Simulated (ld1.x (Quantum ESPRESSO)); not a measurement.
# Building the ultrasoft potential for Al (LDA (PZ), scalar-relativistic).

ld1.x (Quantum ESPRESSO) 7.5 input, shortened:

```
&input
   title='Al', zed=13., rel=1, dft='PZ', iswitch=3,
   config='[Ne] 3s2 3p0.75 3d-2'
 /
 &inputp
   pseudotype=3, tm=.true., lloc=-1, rcloc=1.85,
   nlcc=.true., rcore=2.10
 /
6
3S  1  0   2.00   0.00  1.90  2.25  0.0
3S  1  0   0.00   2.15  1.90  2.25  0.0
3P  2  1   0.75   0.00  2.40  2.65  0.0
3P  2  1   0.00   1.05  2.40  2.65  0.0
3D  3  2  -2.00  -0.20  2.10  2.65  0.0
3D  3  2  -2.00   2.40  2.10  2.65  0.0
 &test
   configts(1)='3s2 3p0.75'
 /
```

Poles of the logarithmic derivatives, all-electron (AE) and pseudo (PS). s: poles at 0.1 (AE) and 0.1, 3.2 (PS) Ry. p: poles at 0.8 (AE) and 0.8, 4.1 (PS) Ry. d: poles at 1.7 (AE) and 1.7 (PS) Ry. Test radius 2.90 bohr.

- Cutoffs needed: 6 Ry and 10 Ry (the cutoffs (Ry, on a coarse ladder) from which the occupation-weighted sum of valence levels, in a spherical-Bessel basis at the reference potential, stays within 10 and 1 mRy of its value at 400 Ry)
- Ghost test: no extra level below or beside the all-electron valence levels (s, p, d, f tested) (spherical-Bessel basis up to 400 Ry, 20 bohr box)
- Largest excitation error: +51 meV (all-electron minus pseudo) for 3s1 3p0, out of 7 test configurations
- Lowest eigenvalue of the overlap operator: 0.62 (s channel)
